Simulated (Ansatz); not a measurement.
Reaction (isomerisation): `C[Si@H]1C[Si@@H]1[SiH3]` → `C=C[SiH]([SiH3])[SiH3]`

Calculated with Ansatz (gas phase, PBE0-D4/def2-TZVP geometries, no zero-point term in ΔE). CBS: MP2 limit from def2 TZ/QZ plus the TZ coupled-cluster correction, frozen cores. Functionals use def2-TZVPP. Each species was taken in one conformer, which may not be the lowest.

(1) Is it downhill or uphill in electronic energy at CCSD(T)/CBS, and by how much? (Estimate.)

(2) What do these levels give: PBE0-D4, ωB97X-V, B2PLYP, SCS-MP2/def2-TZVPP, SCS-MP2/def2-QZVPP, MP2/CBS(def2)? (Estimate.)

Largest T1 diagnostic among the species: 0.014.

## Answers

(1) Computed: Downhill: ΔE = -6.2 kcal/mol.

(2) The calculation gave: PBE0-D4 -0.6, ωB97X-V -7.3, B2PLYP -8.6, SCS-MP2/def2-TZVPP -8.7, SCS-MP2/def2-QZVPP -8.4, MP2/CBS(def2) -2.2 kcal/mol.

From PBE to PBE0 (25 % exact exchange), in def2-TZVPP and without D4, ΔE moves by −1.2 kcal/mol. In def2-TZVPP, CCSD(T) changes the Hartree–Fock value by +18.0 kcal/mol (the triples alone add +2.6 kcal/mol) and MP2 by +22.0 kcal/mol.
